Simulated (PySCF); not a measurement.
Compound: SnCl3(OiPr), C₃H₇Cl₃OSn.
Bonds: Sn1–Cl2, Sn1–Cl3, Sn1–Cl4, Sn1–O5, O5–C6, C6–C7, C6–C8. Hydrogens: H9 on C6; H10, H11, H12 on C7; H13, H14, H15 on C8.

Computed by this run: PBE0-D3(BJ)/def2-SVP geometry optimisation, gas phase, def2 core potentials past Kr (PySCF); density fitting, grid level 1; the optimiser is geomeTRIC in internal coordinates, started from a GFN2-xTB structure with every atom displaced at random (about 0.03 Å).

Geometry at step 1:
```
atom  x, y, z in Å
Sn1     1.1698    1.2394    1.6595
Cl2     1.0325    1.1014    3.9647
Cl3     3.3585    1.1320    0.8950
Cl4     0.2856    3.2656    0.9249
O5      0.0766   -0.1957    0.9762
C6     -0.5915   -0.1725   -0.2698
C7     -1.4465   -1.4321   -0.3104
C8      0.4215   -0.1261   -1.4236
H9     -1.2505    0.7140   -0.3216
H10    -0.8126   -2.3238   -0.2134
H11    -2.0417   -1.4822   -1.2356
H12    -2.1518   -1.4261    0.5351
H13     0.9336    0.8436   -1.4414
H14     1.0983   -0.9805   -1.3157
H15    -0.1144   -0.2334   -2.3801
```

Question: Give the atomic forces at this geometry.

Answer: 
```csv
atom,Fx (eV/Å),Fy (eV/Å),Fz (eV/Å)
Sn1,0.134,0.497,0.071
Cl2,0.084,-0.018,0.003
Cl3,0.013,0.002,0.071
Cl4,0.034,0.028,-0.004
O5,-0.212,-0.490,0.196
C6,0.190,-0.258,-0.587
C7,-0.177,0.304,0.201
C8,-1.049,-0.077,0.263
H9,-0.014,0.027,-0.036
H10,0.030,-0.061,-0.095
H11,0.130,-0.037,-0.025
H12,0.055,-0.030,0.001
H13,0.344,-0.035,-0.003
H14,0.354,0.099,-0.031
H15,0.082,0.050,-0.024
```

The largest, 1.08 eV/Å, acts on C8; the rms over all components is 0.245 eV/Å. The forces sum to zero within rounding, as they must for an isolated molecule in no field.

Question: Give the force on C8 in Eh/bohr and in nN.

Answer: 1.084 eV/Å ÷ 51.422 = 0.02108 Eh/bohr, and 1.084 eV/Å × 1.602 = 1.74 nN.

Question: How far is this geometry from the end of the optimisation?

Answer: 0.050 eV above it, and 0.095 Å rms away after alignment. The bonds farthest from their final lengths, with half the difference of the two atoms' forces along the bond (positive lengthens):

```
  bond  now (Å)  final (Å)  force along bond (eV/Å)
Sn1–O5    1.929      1.956                    +0.44
 C6–C8    1.536      1.518                    -0.73
 O5–C6    1.414      1.428                    +0.25
 C6–C7    1.523      1.515                    -0.14
C8–H13    1.097      1.103                    +0.35
C8–H14    1.095      1.101                    +0.35
```

The angle farthest from its final value is H13–C8–H14, 113.8° against 108.1°.

Of the 3 listed bonds off by 0.010 Å or more, this force points towards the final length in 3.

The cost below is that of the whole optimisation. On Arm Neoverse V2, one thread (shared host), this took 2.8 min of wall time and 0.77 GiB of memory at its peak.
